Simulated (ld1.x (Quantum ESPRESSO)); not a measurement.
**carbon (C): excitation energies, all-electron against TM**

ld1.x (Quantum ESPRESSO) 7.5 input, shortened:

```
&input
   title='C', zed=6., rel=1, dft='PBE', iswitch=3,
   config='[He] 2s2 2p2 3d-2'
 /
 &inputp
   pseudotype=2, tm=.true., lloc=-1, rcloc=1.95,
   nlcc=.false.
 /
3
2S  1  0   2.00   0.00  0.95  0.95  0.0
2P  2  1   2.00   0.00  2.45  2.45  0.0
3D  3  2  -2.00   0.30  2.45  2.45  0.0
 &test
   configts(1)='2s2 2p2'
 /
```

Energies are relative to the spin-unpolarised reference configuration 2s2 2p2; without spin polarisation the order of configurations can differ from experiment.

```csv
valence configuration,charge,ΔE all-electron (eV),error AE − PS (meV)
2s2 2p1,+1,10.862,+58
2s2 2p0,+2,35.018,+563
2s1 2p0,+3,83.212,+1139
2s2 2p1.5,+0.5,3.963,+7.6
2s1 2p3,0,8.478,-10
2s2 2p2.3,-0.3,-1.158,+0.6
```

Task: What are ΔE and the potential's error for 2s1 2p2?

Result: ΔE = 19.615 eV all-electron; the error (AE − PS) is -77 meV.
